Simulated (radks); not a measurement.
Results of a calculation; reference values are marked as such.
Problem. The iron ion Fe2+, configuration [Ar] 3d6 (the NIST ground configuration). Code: a radial shooting solver on a logarithmic mesh with Libxc functionals. Model: Dirac Kohn-Sham, exchange-only LDA, spin-unpolarised, spherical densities, finite nucleus; open shells are shared between the two j in proportion to 2j + 1; Fermi nuclear charge, rms radius 3.7377 fm. Some entries of the table are withheld. Estimate them.

orbital  occ.  eigenvalue (eV)  <1/r> (bohr^-1)  r(max) (bohr)
1s1/2       2        -6997.911            25.93        0.03833
2s1/2       2        -834.0360            5.567         0.2229
2p1/2       2        -722.4733              (1)         0.1781
2p3/2       4        -710.0256              (2)         0.1806
3s1/2       2        -110.3843            1.749         0.7017
3p1/2       2         -77.8701            1.621         0.7085
3p3/2       4         -76.3225            1.598         0.7159
3d3/2     2.4              (3)            1.236         0.7068
3d5/2     3.6              (4)            1.230         0.7095

Solution. 
(1) 2p1/2 <1/r> (bohr^-1): 5.521
(2) 2p3/2 <1/r> (bohr^-1): 5.422
(3) 3d3/2 eigenvalue (eV): -24.5871
(4) 3d5/2 eigenvalue (eV): -24.4297
